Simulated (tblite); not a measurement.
`NC1=COC([SiH3])=C1`. Structure optimised with GFN2-xTB, isolated species.

```
atom  x, y, z in Å
N1    -2.7416    0.1723   -0.2588
C2    -1.4127   -0.0433    0.0794
C3    -0.9146   -0.8300    1.0834
O4     0.4338   -0.8593    1.0382
C5     0.8281   -0.0844    0.0022
Si6    2.6644    0.0756   -0.3115
C7    -0.2750    0.4395   -0.6173
H8    -2.9005    1.0477   -0.7351
H9    -3.3885    0.0241    0.5016
H10   -1.3982   -1.4003    1.8509
H11    2.8291    0.9628   -1.4635
H12    3.3156    0.6482    0.8697
H13    3.2353   -1.2432   -0.5925
H14   -0.2758    1.0898   -1.4688
```

(1) Work out the bond lengths N1–C2, N1–H8, C3–O4, Si6–H11, Si6–H12, C7–H14 in Å.

(2) Give the dihedral angles N1–C2–C7–H14, C7–C5–Si6–H11, H8–N1–C2–C3.

(3) What are the angles O4–C5–Si6, H11–Si6–H12, H12–Si6–H13, C2–C7–H14?

(4) How far are the heavy atoms from their best plane (unweighted least squares)?

(5) How far apart are these pairs, which share no bond: N1···O4, C2···H14, C3···H9, Si6···C7, C7···H9, H10···H14, H12···H13?

(6) What is the repulsion energy of the bare nuclei, Σ ZA·ZB/RAB?

(7) Write the matrix of distances between heavy atoms (Å, lower triangle).

## Answers

(1) For N1–C2 the difference vector is (1.3289, -0.2156, 0.3382) Å, of length 1.3881 Å. N1–C2 1.388; N1–H8 1.009; C3–O4 1.349; Si6–H11 1.463; Si6–H12 1.465; C7–H14 1.071 Å.

(2) N1–C2–C7–H14 4° (synperiplanar); C7–C5–Si6–H11 0° (synperiplanar); H8–N1–C2–C3 155° (antiperiplanar). Dihedral signs follow IUPAC: positive where, seen along the central bond, the front bond turns clockwise onto the rear one.

(3) From the scalar product of the two bond vectors; for O4–C5–Si6 it is -1.1730 Å² over 1.3525 × 1.8698 Å², cos θ = -0.4639. O4–C5–Si6 117.6°; H11–Si6–H12 110.3°; H12–Si6–H13 109.5°; C2–C7–H14 126.6°.

(4) 0.020 Å rms; N1 0.03, C2 0.03, C3 0.01, O4 0.01, C5 0.00, Si6 0.02, C7 0.02 Å (magnitudes).

(5) N1···O4 3.582 Å (3 bonds apart); C2···H14 2.230 Å (2 bonds apart); C3···H9 2.681 Å (3 bonds apart); Si6···C7 2.978 Å (2 bonds apart); C7···H9 3.334 Å (3 bonds apart); H10···H14 4.299 Å (4 bonds apart); H12···H13 2.392 Å (2 bonds apart).

(6) 345.14 Eh over 91 pairs, with full nuclear charges and distances in bohr; the largest single term is 23.77 Eh (C5 with Si6).

(7) 
```
N1    0.000
C2    1.388  0.000
C3    2.479  1.369  0.000
O4    3.582  2.235  1.349  0.000
C5    3.588  2.243  2.182  1.352  0.000
Si6   5.407  4.098  3.947  2.770  1.870  0.000
C7    2.507  1.419  2.217  2.220  1.369  2.978  0.000
```

Its GFN2-xTB frequencies are all real (lowest 42 cm⁻¹).

All values are computed, not measured.
